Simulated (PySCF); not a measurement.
# Basis-set dependence of population analyses: `BOB(P)OC`

Compound: CH7B2O2P.
Geometry (PBE0-D3(BJ)/def2-SVP, Å), atoms numbered from 1 in this order:
```
atom  x, y, z in Å
B1    -1.832   -1.895   -0.747
O2    -0.694   -1.268   -0.374
B3    -0.424    0.087   -0.274
P4    -1.802    1.446   -0.361
O5     0.855    0.493   -0.199
C6     1.963   -0.379   -0.214
H7    -1.853   -3.103   -0.690
H8    -2.789   -1.255   -1.130
H9    -2.652    0.889    0.639
H10   -1.144    2.359    0.511
H11    2.466   -0.340    0.765
H12    1.667   -1.417   -0.423
H13    2.673   -0.038   -0.982
```

PBE0 throughout (PySCF), one geometry, spherical d and f functions. One conformer (not necessarily the lowest) at the PBE0-D3(BJ)/def2-SVP geometry, without solvent, vibrations or thermal averaging. Atoms taken as equivalent share a column and are averaged. The first 7 of 9 kinds of atom are listed.

Mulliken charges (e):

| basis | functions | B1 | O2 | B3 | P4 | O5 | C6 | H7/H8 |
| --- | --- | --- | --- | --- | --- | --- | --- | --- |
| STO-3G | 41 | +0.188 | -0.291 | +0.241 | +0.200 | -0.236 | -0.130 | -0.059 |
| 6-31G | 72 | +0.341 | -0.567 | +0.499 | -0.034 | -0.524 | -0.255 | -0.044 |
| pcSseg-0 | 72 | +0.298 | -0.664 | +0.698 | -0.285 | -0.640 | -0.337 | +0.003 |
| 6-31G* | 102 | +0.177 | -0.347 | +0.433 | -0.185 | -0.397 | -0.297 | -0.028 |
| cc-pVDZ | 123 | +0.076 | -0.045 | +0.076 | -0.121 | -0.171 | +0.053 | -0.051 |
| def2-SVP | 123 | +0.118 | -0.110 | +0.085 | -0.069 | -0.229 | +0.107 | -0.048 |
| aug-cc-pVDZ | 205 | -1.077 | -0.521 | +0.712 | -1.004 | -0.527 | +0.985 | +0.648 |
| 6-311+G(2d,p) | 212 | +0.188 | -0.836 | +1.166 | -0.208 | -0.580 | -0.384 | +0.006 |
| def2-TZVP | 234 | +0.075 | -0.286 | +0.317 | -0.250 | -0.213 | -0.224 | +0.010 |
| cc-pVTZ | 282 | +0.033 | -0.132 | +0.150 | -0.134 | -0.158 | -0.121 | -0.005 |
| IGLO-III | 289 | +0.343 | -0.527 | +0.489 | +0.113 | -0.351 | -0.196 | -0.064 |
| pcSseg-2 | 321 | +0.360 | -0.565 | +0.543 | +0.022 | -0.450 | +0.157 | -0.074 |

IAO charges (e):

```json
{"basis": "STO-3G", "functions": "41", "B1": "+0.124", "O2": "-0.308", "B3": "+0.189", "P4": "+0.167", "O5": "-0.226", "C6": "-0.254", "H7/H8": "-0.016"}
{"basis": "6-31G", "functions": "72", "B1": "+0.160", "O2": "-0.398", "B3": "+0.319", "P4": "-0.012", "O5": "-0.352", "C6": "-0.245", "H7/H8": "+0.001"}
{"basis": "pcSseg-0", "functions": "72", "B1": "+0.154", "O2": "-0.380", "B3": "+0.307", "P4": "-0.035", "O5": "-0.344", "C6": "-0.223", "H7/H8": "-0.003"}
{"basis": "6-31G*", "functions": "102", "B1": "+0.194", "O2": "-0.416", "B3": "+0.356", "P4": "+0.032", "O5": "-0.373", "C6": "-0.205", "H7/H8": "-0.013"}
{"basis": "cc-pVDZ", "functions": "123", "B1": "+0.175", "O2": "-0.403", "B3": "+0.345", "P4": "+0.024", "O5": "-0.367", "C6": "-0.203", "H7/H8": "-0.009"}
{"basis": "def2-SVP", "functions": "123", "B1": "+0.184", "O2": "-0.401", "B3": "+0.340", "P4": "+0.032", "O5": "-0.364", "C6": "-0.194", "H7/H8": "-0.014"}
{"basis": "aug-cc-pVDZ", "functions": "205", "B1": "+0.178", "O2": "-0.409", "B3": "+0.352", "P4": "+0.015", "O5": "-0.377", "C6": "-0.211", "H7/H8": "-0.008"}
{"basis": "6-311+G(2d,p)", "functions": "212", "B1": "+0.184", "O2": "-0.415", "B3": "+0.353", "P4": "+0.033", "O5": "-0.382", "C6": "-0.213", "H7/H8": "-0.009"}
{"basis": "def2-TZVP", "functions": "234", "B1": "+0.187", "O2": "-0.417", "B3": "+0.358", "P4": "+0.034", "O5": "-0.383", "C6": "-0.211", "H7/H8": "-0.010"}
{"basis": "cc-pVTZ", "functions": "282", "B1": "+0.186", "O2": "-0.417", "B3": "+0.360", "P4": "+0.025", "O5": "-0.381", "C6": "-0.212", "H7/H8": "-0.010"}
{"basis": "IGLO-III", "functions": "289", "B1": "+0.185", "O2": "-0.417", "B3": "+0.356", "P4": "+0.036", "O5": "-0.383", "C6": "-0.213", "H7/H8": "-0.009"}
{"basis": "pcSseg-2", "functions": "321", "B1": "+0.188", "O2": "-0.418", "B3": "+0.358", "P4": "+0.033", "O5": "-0.383", "C6": "-0.212", "H7/H8": "-0.010"}
```

Hirshfeld charges (e):

```
        basis  functions      B1      O2      B3      P4      O5      C6   H7/H8
       STO-3G         41  +0.154  -0.143  +0.147  +0.078  -0.128  +0.052  -0.081
        6-31G         72  +0.182  -0.192  +0.191  -0.028  -0.172  -0.007  -0.056
     pcSseg-0         72  +0.183  -0.189  +0.188  -0.009  -0.163  -0.012  -0.065
       6-31G*        102  +0.183  -0.183  +0.198  -0.031  -0.163  -0.010  -0.060
      cc-pVDZ        123  +0.179  -0.179  +0.191  -0.008  -0.150  -0.025  -0.064
     def2-SVP        123  +0.183  -0.186  +0.198  -0.003  -0.159  -0.025  -0.065
  aug-cc-pVDZ        205  +0.189  -0.203  +0.210  -0.002  -0.173  -0.034  -0.059
6-311+G(2d,p)        212  +0.197  -0.210  +0.210  +0.002  -0.178  -0.026  -0.060
    def2-TZVP        234  +0.192  -0.205  +0.213  -0.005  -0.173  -0.031  -0.060
      cc-pVTZ        282  +0.190  -0.199  +0.212  -0.007  -0.168  -0.032  -0.061
     IGLO-III        289  +0.189  -0.208  +0.215  +0.006  -0.178  -0.035  -0.060
     pcSseg-2        321  +0.193  -0.206  +0.216  -0.004  -0.175  -0.036  -0.059
```

ESP-fitted charges (e):

```tsv
basis	functions	B1	O2	B3	P4	O5	C6	H7/H8
STO-3G	41	+0.249	-0.211	+0.488	-0.257	-0.266	-0.139	-0.122
6-31G	72	+0.473	-0.432	+0.632	-0.463	-0.435	+0.022	-0.139
pcSseg-0	72	+0.508	-0.479	+0.736	-0.542	-0.452	-0.062	-0.151
6-31G*	102	+0.421	-0.327	+0.464	-0.375	-0.282	-0.102	-0.134
cc-pVDZ	123	+0.382	-0.304	+0.430	-0.321	-0.276	-0.071	-0.122
def2-SVP	123	+0.397	-0.322	+0.483	-0.340	-0.322	-0.024	-0.129
aug-cc-pVDZ	205	+0.400	-0.303	+0.421	-0.295	-0.260	-0.138	-0.127
6-311+G(2d,p)	212	+0.404	-0.309	+0.419	-0.291	-0.273	-0.131	-0.127
def2-TZVP	234	+0.408	-0.308	+0.431	-0.293	-0.271	-0.134	-0.130
cc-pVTZ	282	+0.404	-0.307	+0.432	-0.295	-0.271	-0.126	-0.129
IGLO-III	289	+0.408	-0.302	+0.409	-0.276	-0.272	-0.111	-0.131
pcSseg-2	321	+0.412	-0.316	+0.451	-0.312	-0.283	-0.119	-0.131
```

Some averages cover members that differ in this geometry, most widely: H7/H8, Mulliken in aug-cc-pVDZ +0.523 to +0.773 e.

Task: Which scheme is steadiest as the basis changes?

Result: Largest range over the bases for any column: Hirshfeld 0.11 e, IAO 0.20 e, ESP-fitted 0.33 e, Mulliken 1.44 e. Hirshfeld charges move least and Mulliken charges most, counted in e. Without the minimal STO-3G basis the ranges are Hirshfeld 0.04, IAO 0.07, ESP-fitted 0.33, Mulliken 1.44 e.

Task: How much do the charges still move between the two largest bases, IGLO-III and pcSseg-2?

Result: At most, over all atoms: Mulliken 0.353 e, IAO 0.003 e, Hirshfeld 0.009 e, ESP-fitted 0.042 e.

Task: What do the same runs give for the total energy, the frontier levels and the dipole moment?

Result: 
| basis | energy (Eh) | HOMO (eV) | LUMO (eV) | μ (D) |
| --- | --- | --- | --- | --- |
| STO-3G | -576.5420 | -4.20 | 2.27 | 2.03 |
| 6-31G | -583.3805 | -7.11 | -0.95 | 2.21 |
| pcSseg-0 | -582.5555 | -7.20 | -1.15 | 2.56 |
| 6-31G* | -583.4893 | -7.16 | -0.74 | 2.11 |
| cc-pVDZ | -583.5267 | -7.19 | -0.93 | 1.92 |
| def2-SVP | -583.2322 | -7.21 | -0.98 | 1.96 |
| aug-cc-pVDZ | -583.5410 | -7.31 | -1.15 | 1.73 |
| 6-311+G(2d,p) | -583.5994 | -7.33 | -1.14 | 1.69 |
| def2-TZVP | -583.6212 | -7.31 | -1.08 | 1.72 |
| cc-pVTZ | -583.6177 | -7.30 | -1.05 | 1.75 |
| IGLO-III | -583.6263 | -7.30 | -1.11 | 1.63 |
| pcSseg-2 | -583.6291 | -7.32 | -1.12 | 1.75 |

The dipole is fixed by the density alone, so its range of 0.93 D shows that the density itself changes with the basis, not only its division among atoms.
